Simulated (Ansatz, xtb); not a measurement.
## CdH8N2Si2: where a starting geometry ends

The starting geometry of this gas-phase singlet is a given trial structure shaken by 0.3 Å.

```yaml
atoms:
  - { symbol: Cd, position_ang: [-2.2227, 0.3932, -0.0003] }
  - { symbol: N, position_ang: [-1.9439, 0.6084, 1.8029] }
  - { symbol: N, position_ang: [0.8818, 0.1276, -0.6419] }
  - { symbol: Si, position_ang: [0.3685, -1.9836, -0.7539] }
  - { symbol: Si, position_ang: [1.6277, 0.7176, 0.2414] }
  - { symbol: H, position_ang: [-3.8168, 1.2527, 1.2437] }
  - { symbol: H, position_ang: [-2.0244, 1.5540, 1.7476] }
  - { symbol: H, position_ang: [-0.9854, -1.5433, -1.4727] }
  - { symbol: H, position_ang: [1.6025, -2.8436, -0.9171] }
  - { symbol: H, position_ang: [-0.1283, -2.2936, 0.5261] }
  - { symbol: H, position_ang: [1.6842, 0.7857, 1.3526] }
  - { symbol: H, position_ang: [2.1058, 0.8719, -0.8569] }
  - { symbol: H, position_ang: [1.6357, 2.5093, -0.5682] }
```

Q: Guess where an optimisation with r2SCAN-D4/def2-SVP ends from this start.

A: It ends as a structure given below by its coordinates. Distances that change by over a tenth: Cd1–H6 (2.20 → 2.57 Å), N3–Si4 (2.18 → 1.74 Å), N3–Si5 (1.30 → 1.74 Å), Si5–H11 (1.11 → 1.50 Å), Si5–H12 (1.21 → 1.50 Å), Si5–H13 (1.97 → 1.50 Å). Contacts that open: Cd1–H7 (2.11 → 2.57 Å). Contacts that close: Cd1–N3 (3.18 → 2.02 Å), N2–H6 (2.06 → 1.02 Å).

The energy falls by 22.13 eV over 36 steps:

```
step  E − E(last) (eV)
   1            22.131
   5             2.146
   9             0.321
  13             0.037
  17             0.016
  20             0.007
  24             0.003
  28             0.001
  32             0.000
  36             0.000
```

Final geometry (Å):

```xyz
13

Cd   -1.3986    0.5825    0.5809
N    -3.2130    1.2029    1.1546
N     0.3553   -0.2194   -0.0361
Si    0.3670   -1.8811   -0.5509
Si    1.7695    0.7911   -0.0197
H    -3.5423    1.9949    0.5990
H    -3.2212    1.5223    2.1253
H    -1.0219   -2.4312   -0.4276
H     0.8020   -2.0395   -1.9774
H     1.2778   -2.7353    0.2796
H     2.8470    0.2629    0.8801
H     2.3792    0.9533   -1.3805
H     1.3839    2.1530    0.4761
```

From the same start GFN2-xTB reaches the same bonding as this run.

From so rough a start the end depends on the optimiser's path, so another program may land elsewhere. No frequencies were run, so the end isn't proven a minimum. Atoms past krypton carry core potentials, without spin–orbit terms. Run with Ansatz 0.2.0, 2.6 min on 2 threads of Arm Neoverse V2 (shared host).
